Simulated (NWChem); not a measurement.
System: BF₂ cation

```xyz
3

F      0.0000     0.0000    -1.2264
B      0.0000     0.0000     0.0000
F      0.0000     0.0000     1.2264
```
Atoms are numbered in this order, from 1.

Level: PBE0-D3(BJ)/def2-TZVP (NWChem), optimised geometry, unscaled harmonic frequencies. 

| frequency (cm⁻¹) | IR intensity (km/mol) |
|---|---|
| 454 | 140.5 |
| 454 | 140.5 |
| 1036 | 0.0 |
| 2085 | 455.3 |

```yaml
zero_point_energy: 5.8 kcal/mol
thermal correction to the enthalpy at 298.15 K (with zero-point energy): 8.2 kcal/mol
heat capacity Cv: 8.0 cal/(mol K)
entropy at 298.15 K and 1 atm (symmetry number 2): 52.9 cal/(mol K)
```

Rigid rotor and harmonic oscillator.
